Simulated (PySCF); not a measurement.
**BAs⁻ at B97-3**

Computed with B97-3; PySCF, no relativity, basis sets B def2-SVPD, As def2-SVPD.

```json
{
 "state": "²Σ⁺ (doublet), unpaired electrons σ ↑",
 "bond length": "1.798 Å",
 "harmonic wavenumber": "906 cm⁻¹",
 "force constant": "4.64 mdyn/Å",
 "rotational constant Be": "0.5430 cm⁻¹",
 "anharmonicity ωexe": "4.43 cm⁻¹",
 "vibration–rotation constant αe": "0.00359 cm⁻¹",
 "bond order (Mayer)": "2.95",
 "dipole moment (positive dipole points towards As; it is taken about the centre of mass and depends on that origin)": "2.46 D"
}
```

Spin–orbit coupling is left out. The state is the lowest determinant that a PBE0 search found; another state may lie lower at other levels.
